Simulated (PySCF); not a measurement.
**Electronic absorption of C5H8FP**

C₅H₈FP.
Bonds: C1–C2, C2–C3 (double), C3–F4, C3–C5, C5–C6, C6–P7, C2–P7. Hydrogens: H8, H9, H10 on C1; H11, H12 on C5; H13, H14 on C6; H15 on P7.

Method used: TDDFT B3LYP/def2-SVPD, vertical, gas phase, core orbitals frozen in the response (PySCF 2.14.0, density-fitted response routines). Isolated species at its GFN2-xTB geometry (one conformer only).

| state | E (eV) | E (kJ/mol) | λ (nm) | f | \|μ\| (D) | main configurations (H = HOMO, L = LUMO) |
| --- | --- | --- | --- | --- | --- | --- |
| S1 | 5.53 | 534 | 224.1 | 0.011 | 0.74 | H→L+1 (97%) |
| S2 | 5.62 | 542 | 220.7 | 0.041 | 1.38 | H→L (84%), H→L+2 (9%) |
| S3 | 5.99 | 578 | 207.0 | 0.050 | 1.49 | H→L+2 (78%), H-1→L (15%) |
| S4 | 6.54 | 631 | 189.4 | 0.050 | 1.43 | H-1→L (53%), H-1→L+1 (28%) |
| S5 | 6.64 | 641 | 186.8 | 0.049 | 1.39 | H-1→L+1 (62%), H-1→L (15%) |
| S6 | 6.77 | 653 | 183.2 | 0.0067 | 0.51 | H→L+3 (90%) |
| S7 | 6.84 | 660 | 181.2 | 0.020 | 0.88 | H→L+4 (79%), H-1→L+2 (13%) |
| S8 | 7.05 | 680 | 175.8 | 0.015 | 0.75 | H→L+5 (78%), H-1→L+2 (16%) |

Triplets (Tamm–Dancoff): T1 4.18 eV, H→L (71%), H→L+2 (14%); T2 4.99 eV, H→L+1 (78%); T3 5.26 eV, H→L+2 (34%), H-1→L (26%), H→L (20%).

The lowest singlet lies at 5.53 eV (224 nm, ultraviolet) and is weak; its leading configuration is HOMO→LUMO+1 (97%). The largest oscillator strength of a single state is 0.050. Löwdin shares by element: HOMO carbon 41% or more, phosphorus 28%, hydrogen 8% or more (atoms not listed hold the other 24%); LUMO carbon 39% or more, phosphorus 21%, hydrogen 10% or more (atoms not listed hold the other 30%). The oscillator strengths of these states sum to 0.244; summed over the whole spectrum of an exact calculation they would give the number of electrons, 62 (Thomas–Reiche–Kuhn). The listed states span 1.52 eV, and the widest gap between neighbours is 0.56 eV (S3 to S4). Orbital energies (eV): HOMO-3 -9.60, HOMO-2 -9.04, HOMO-1 -7.46, HOMO -6.44, LUMO -0.07, LUMO+1 0.07, LUMO+2 0.36. No computed singlet lies in the visible range (380 to 750 nm); the lowest, at 224 nm, stands 2.27 eV above its violet end (3.26 eV). The window holds the lowest 8 singlets.

The run took 69 s wall (grids of density and orbitals included) on one thread, Arm Neoverse N1 (aarch64), shared host, and the process peaked at 0.87 GiB of memory.
